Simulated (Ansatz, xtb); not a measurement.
## Relaxing a trial structure of CH3AlClF

The starting geometry of this gas-phase singlet was built from a drawn formula by distance geometry and a force field; its bonds are those of `F[CH2][AlH][Cl]`.

```yaml
atoms:
  - { symbol: C, position_ang: [0.5846, -0.7015, -1.9469] }
  - { symbol: Al, position_ang: [1.7808, 0.8870, -1.8970] }
  - { symbol: Cl, position_ang: [1.7875, 2.2802, -3.5831] }
  - { symbol: F, position_ang: [-0.7259, -0.2754, -1.9621] }
  - { symbol: H, position_ang: [0.8142, -1.3665, -2.8573] }
  - { symbol: H, position_ang: [0.7530, -1.3099, -1.0116] }
  - { symbol: H, position_ang: [2.7921, 1.0929, -0.7007] }
```

Q: Where would you expect an optimisation with r2SCAN-D4/def2-SVP to take it?

A: It keeps its bonds, and is `F[CH2][AlH][Cl]`.

The energy falls by 0.16 eV over 17 steps:

| step | E − E(last) (eV) |
| --- | --- |
| 1 | 0.159 |
| 3 | 0.042 |
| 5 | 0.034 |
| 6 | 0.033 |
| 8 | 0.021 |
| 10 | 0.009 |
| 12 | 0.003 |
| 13 | 0.002 |
| 15 | 0.000 |
| 17 | 0.000 |

Final geometry (Å):

```xyz
7

C     0.5856   -0.6760   -1.9244
Al    1.8420    0.8489   -1.9531
Cl    1.3444    2.5785   -3.0418
F    -0.5602   -0.4380   -2.6796
H     1.0744   -1.5990   -2.3001
H     0.2825   -0.9196   -0.8848
H     3.2175    0.8120   -1.1750
```

From the same start GFN2-xTB ends elsewhere, differing in Al2–F4 (1.92 against 2.82 Å here).

The end wasn't checked by frequencies. Run with Ansatz 0.2.0, 2.2 min on 1 thread of Intel(R) Xeon(R) Processor @ 2.50GHz (Skylake/Cascade Lake) (shared host).
